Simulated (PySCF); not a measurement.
A structure optimised at PBE-D3(BJ)/def2-TZVP, used in a PySCF frequency run:

```
B
O 1 1.2194
F 1 1.2951 2 180.00
```

Problem. Write its SMILES, formula and point group.

Solution. O=BF, BFO, C∞v

Problem. What are its rotational constants (standard atomic weights)?

Solution. 9.1744 GHz (linear rotor, B only)
